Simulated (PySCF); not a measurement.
## C₆H₅N₃: full NMR table

* Formula: C6H5N3
* SMILES: N#Cc1ccnc(N)c1
* InChI: InChI=1S/C6H5N3/c7-4-5-1-2-9-6(8)3-5/h1-3H,(H2,8,9)
* Point group of the computed structure: C1
* Degrees of unsaturation: 6
* Carbon signals: 6
* Proton signals: 4

Numbering as in the mapped SMILES `[N:1]#[C:2][c:3]1[cH:4][cH:5][n:6][c:7]([NH2:8])[cH:9]1` (H(Xn): hydrogen on atom n).

PySCF calculation with B97-2/pcSseg-2 with gauge-including orbitals and structure optimised with PBE0-D3(BJ)/def2-TZVP; relativity neglected, in vacuum, one conformer, rapidly exchanging positions averaged.

Shifts are taken against calculated references (same method and geometry level): TMS for 1H (σref 31.64), 13C (σref 185.38); 15N (σref 261.75) against NH3.

| carbon | δC, type | δH (multiplicity) | HMBC from (2–3 bonds) | span of the C tensor (ppm) |
| --- | --- | --- | --- | --- |
| C2 | 124.3, C | – | H(C4), H(C9) | 353 |
| C3 | 129.5, C | – | H(C5), H(C4), H(C9) | 221 |
| C4 | 120.4, CH | 6.89 (d) | H(C5), H(C9) | 213 |
| C5 | 158.2, CH | 8.44 (d) | H(C4) | 224 |
| C7 | 165.2, C | – | H(C5), H(C9) | 193 |
| C9 | 113.7, CH | 6.61 (s) | H(C4) | 180 |

Other nuclei:
```
atoms  nucleus                           environment  δ (ppm)  σ (ppm)
H(N8)       1H  hydrogen on an aniline-type nitrogen     4.39    27.24
   N1      15N                      nitrile nitrogen    309.1    -47.3
   N6      15N           pyridine-type ring nitrogen    307.5    -45.8
   N8      15N                 aniline-type nitrogen     86.8    174.9
```

1. Carbon types of the structure: 3 × C, 3 × CH, leaving 2 H on heteroatoms.
2. δC 165.2: aromatic carbon bearing nitrogen; σ withdrawal by the attached heteroatom moves it downfield of the ring CH carbons.
3. δC 158.2: aromatic CH next to a ring nitrogen; the adjacent pyridine-type nitrogen withdraws density from it.
4. δC 129.5: substituted aromatic carbon.
5. δC 124.3: nitrile carbon; C≡N carbons fall here, among the sp2 signals but without a proton.
6. δC 120.4, 113.7: aromatic CH; resonance donation from the substituent shields this position.

Exchangeable OH/NH protons stand at their gas-phase positions; hydrogen bonding in a real sample shifts them, mostly to higher δ. Shifts are as computed. Against solution values, carbons near 30 ppm lie about +3 ppm off and those near 130 ppm about +7 ppm. Of 1309 compounds with measured shifts, 239 miss one by over three times the rms of a fit or turn the order of signals round; such compounds aren't used in these exercises. Experimental scales use liquid or dissolved standards, which lie at an offset from isolated NH3 (liquid NH3: subtract about 20 ppm). Unscaled 15N shifts of sp2 nitrogen come out 20 to 40 ppm too high even then. Multiplicities follow the n + 1 count of equivalent neighbours, as no J values were calculated; m marks all less simple cases, F and P coupling included.
